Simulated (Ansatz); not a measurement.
Program: Ansatz. Geometries: PBE0-D4/def2-TZVP. ΔE: electronic, gas phase. CCSD(T)/CBS is the MP2 limit (def2-TZVPP, def2-QZVPP) plus CCSD(T) − MP2 in def2-TZVPP, frozen cores. This one scheme is used for every species. One conformer a species, not always the lowest.

Reaction (formal exchange of groups at the Al–C bond): `CC1=[C]([AlH2])N1` + `C=NO` → `C=[N][AlH2]` + `CC1=C(O)N1`

```
            species  MP2/CBS(def2) energy (Eh)
`CC1=[C]([AlH2])N1`                 -414.28880
             `C=NO`                 -169.61155
      `C=[N][AlH2]`                 -337.10511
       `CC1=C(O)N1`                 -246.84537
```

Work out ΔE.

ΔE = (-337.10511) + (-246.84537) − (-414.28880) − (-169.61155) = -0.05013 Eh = -1.36 eV. CCSD(T)/CBS gives -1.27 eV.

Largest T1 diagnostic among the species: 0.015.

In def2-TZVPP, CCSD(T) changes the Hartree–Fock value by +0.21 eV (the triples alone add +0.05 eV) and MP2 by +0.12 eV. From PBE to PBE0 (25 % exact exchange), in def2-TZVPP and without D4, ΔE moves by −0.10 eV.
